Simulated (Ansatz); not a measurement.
Compare A (`CCC[S][AlH2]`) with its isomer B (`C[C](C)([AlH2])S`).

Program: Ansatz. Geometries: PBE0-D4/def2-TZVP. ΔE: electronic, gas phase. CCSD(T)/CBS adds triple-zeta CCSD(T) − MP2 to the extrapolated MP2 energy (def2 sets, frozen cores). DFT in def2-TZVPP. B3LYP here is the variant with VWN-RPA as its local correlation; programs differ in this. One conformer a species, not always the lowest.

**Question.** Which isomer does CCSD(T)/CBS put lower? Give the gap. (Best estimate.)

**Answer.** Ansatz gave: A, by 129.9 kJ/mol.

**Question.** Give E(B) − E(A) in kJ/mol with HF/def2-TZVPP, B3LYP-D4, B3LYP, B2PLYP, MP2/def2-TZVPP, PBE0-D4, r2SCAN-D4. (Estimate.)

**Answer.** Ansatz gave: HF/def2-TZVPP 148.3, B3LYP-D4 130.1, B3LYP 137.3, B2PLYP 134.0, MP2/def2-TZVPP 127.0, PBE0-D4 130.8, r2SCAN-D4 133.4. None reverses the order clearly.

Largest T1 diagnostic: 0.010.

The D4 term adds −7.2 kJ/mol with B3LYP and −3.6 kJ/mol with PBE0; it sums over pairs of atoms, weighted by their polarisabilities, and B3LYP, whose exchange is more repulsive, gets the larger term. In def2-TZVPP, CCSD(T) changes the Hartree–Fock value by −19.6 kJ/mol (the triples alone add −2.3 kJ/mol) and MP2 by −21.4 kJ/mol.
